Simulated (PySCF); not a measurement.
Identify the unknown among the candidates.

All candidates are C6H9NSi.

| technique | computed result |
| --- | --- |
| 13C NMR | chemical shifts (computed TMS as zero) by class: 171.3 (1 C), 151.2 (1 C), 135.0 (1 C), 101.6 (1 C), 88.2 (1 C), 22.8 (1 C) ppm [GIAO PBE0/pcSseg-1] |
| Polarisability | 110.3 au [PBE0/def2-SVPD] |
| UV, strongest line | among the 6 lowest singlet transitions: S2 at 5.11 eV (243 nm, f = 0.492) [TDDFT PBE0/def2-SVPD] |
| Dipole | 2.10 D [PBE0/def2-SVPD] |
| Rotational structure | rotational constants A, B, C: 3.387, 0.695, 0.609 GHz [GFN2-xTB] |
| Triplet | lowest triplet excitation (Tamm–Dancoff): 3.03 eV [TDA PBE0/def2-SVPD] |
| 1H NMR | chemical shifts (computed TMS as zero) by class: 8.62 (1 H), 7.77 (1 H), 6.33 (1 H), 5.32 (2 H), 2.13 (3 H), 1.86 (1 H) ppm [GIAO PBE0/pcSseg-1] |
| NMR, other nuclei | isotropic shieldings of nuclei other than C and H, by class: -90 (1 N), 412 (1 Si) ppm [GIAO PBE0/pcSseg-1] |
| UV, first state | lowest singlet excitation: 3.51 eV (353 nm, f = 0.000) [TDDFT PBE0/def2-SVPD] |

Gas-phase values; electronic properties from PySCF, density fitting. Levels stand in brackets. Isolated species at its GFN2-xTB geometry (one conformer only). Each NMR value is the plain mean over a class of atoms that symmetry, rotation or inversion makes alike.

**Question.** Which candidate is it?
A. `C#C[SiH2]/N=C/C=C/C`
B. `N[SiH2]C1=C[C@@H]2C=C[C@H]12`
C. `C#C[C@H]1[SiH2]CN1C=C`

**Answer.** A. It is `C#C[SiH2]/N=C/C=C/C`. Numbering: `[CH:1]#[C:2][SiH2:3]/[N:4]=[CH:5]/[CH:6]=[CH:7]/[CH3:8]`. Its formula, C6H9NSi, gives 4 degrees of unsaturation: 0 rings and 4 π bonds in the structure found. 6 carbons fall into 6 classes; from least to most shielded: C=N carbon [C5] (171.3 ppm), alkene CH carbon [C7] (151.2 ppm), alkene CH carbon [C6] (135.0 ppm), terminal alkyne carbon [C1] (101.6 ppm), alkyne carbon [C2] (88.2 ppm), allylic carbon [C8] (22.8 ppm). Hydrogen classes from least to most shielded: 1 H on a C=N carbon, C5 (8.62 ppm), 1 H on an alkene CH carbon, C7 (7.77 ppm), 1 H on an alkene CH carbon, C6 (6.33 ppm), 2 H on an SiH2 silicon, Si3 (5.32 ppm), 3 H on an allylic carbon, C8 (2.13 ppm), 1 H on a terminal alkyne carbon, C1 (1.86 ppm). The other shieldings belong to: -90 ppm, C=N nitrogen [N4]; 412 ppm, SiH2 silicon [Si3]. S1 is mainly HOMO→LUMO (weight 0.98); the largest Löwdin shares of the orbital it empties are 0.57 on the C=N nitrogen, 0.13 on the C=N carbon, 0.10 on the SiH2 silicon and 0.07 on the hydrogen on a C=N carbon, of the orbital it fills 0.24 on the C=N carbon, 0.22 on an alkene CH carbon, 0.20 on the C=N nitrogen and 0.14 on an alkene CH carbon. The optimised geometry has point group C1 and is an asymmetric top.

The others, at the same levels:
- `C#C[C@H]1[SiH2]CN1C=C` fails: its computed 13C shifts are 147.3 (1 C), 87.7 (1 C), 85.2 (1 C), 82.0 (1 C), 45.8 (1 C), 38.2 (1 C) ppm, 1H shifts are 6.47 (1 H), 4.88 (1 H), 4.60 (1 H), 4.41 (1 H), 4.05 (1 H), 3.63 (1 H), 3.32 (1 H), 3.31 (1 H), 2.07 (1 H) ppm and lowest singlet excitation is 4.40 eV (282 nm, f = 0.002) (against 3.51 eV).
- `N[SiH2]C1=C[C@@H]2C=C[C@H]12` fails: its computed 13C shifts are 167.8 (1 C), 165.1 (1 C), 154.6 (1 C), 153.4 (1 C), 56.1 (1 C), 54.9 (1 C) ppm, 1H shifts are 7.64 (1 H), 6.99 (1 H), 6.94 (1 H), 5.24 (1 H), 4.95 (1 H), 4.15 (1 H), 4.07 (1 H), -0.01 (2 H) ppm and rotational constant A is 4.501 GHz (against 3.387 GHz).

Each candidate is one conformer, not necessarily the lowest. The conformers computed, where there is a choice (atom-mapped SMILES and torsion angles):
- `[CH:1]#[C:2][SiH2:3]/[N:4]=[CH:5]/[CH:6]=[CH:7]/[CH3:8]`: C2–Si3–N4–C5 -122°, N4–C5–C6–C7 -2°
- `[CH:1]#[C:2][C@H:3]1[SiH2:4][CH2:5][N:6]1[CH:7]=[CH2:8]`: C5–N6–C7–C8 -15°
- `[NH2:1][SiH2:2][C:3]1=[CH:4][C@@H:5]2[CH:6]=[CH:7][C@H:8]12`: N1–Si2–C3–C4 -5°, H–N1–Si2–C3 -45°, H–N1–Si2–C3 178°
